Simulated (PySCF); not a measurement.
# WH4 at several levels of theory

Computed with PySCF 2.14.0 (density fitting, no spin-orbit coupling) at the geometry relaxed with r2SCAN:

```xyz
5
WH4 (triplet)
W     0.1280   -0.1280    0.0000
H     1.7048    0.8158    0.0000
H     1.0716    1.4495    0.0000
H    -1.4493   -1.0718    0.0000
H    -0.8155   -1.7049    0.0000
```

| level | basis | state | HOMO (eV) | gap (eV) | charge on W1 (e) | dipole about the centre of mass (D) | largest force component (eV/Å) |
| --- | --- | --- | --- | --- | --- | --- | --- |
| r2SCAN | W def2-SVP with ECP60, H def2-SVP | triplet | -4.37 | 1.87 | -0.07 | 0.00 | 0.01 |
| wB97X | the same | triplet | -6.86 | 6.75 | -0.14 | 0.00 | 0.36 |
| PBE | the same | triplet | -4.19 | 0.98 | -0.13 | 0.00 | 0.13 |
| revPBE | the same | triplet | -4.12 | 1.14 | -0.12 | 0.00 | 0.15 |
| CAM-B3LYP | the same | triplet | -6.03 | 5.12 | -0.10 | 0.00 | 0.30 |
| r2SCAN | W x2c-SVPall, H x2c-SVPall | triplet | -4.26 | 0.38 | -0.37 | 0.00 | 0.39 |

HOMO and gap are taken over both spins. Charges are Mulliken's, which hang on the basis. The relaxation used the grid (50, 194), these runs (75, 302) or, all-electron (x2c bases, spin-free X2C Hamiltonian), (99, 590).

What does r2SCAN with W def2-TZVP with ECP60, H def2-TZVP give here?

state triplet, HOMO (eV) -4.12, gap (eV) 0.32, charge on W1 (e) -0.24, dipole about the centre of mass (D) 0.00, largest force component (eV/Å) 0.34. Time: 6.8 s on 2 threads of AMD EPYC 7R43 64-Core Processor (Zen 3), on a shared host, from free ions and atoms.

On relaxing from the template, bonds within or between ligands changed, so the formula names the start rather than the bonding at the end. The relaxed state isn't the lowest spin state tried at its geometry. No frequency check is given that shows the relaxed geometry to be a minimum. The relaxed state is spin-contaminated (spin squared 2.85 against 2.00). Open shells may have lower solutions than the one found.

A gap near or under zero over both spins lies within a partly filled shell and is no excitation energy.

Some runs are spin-contaminated.
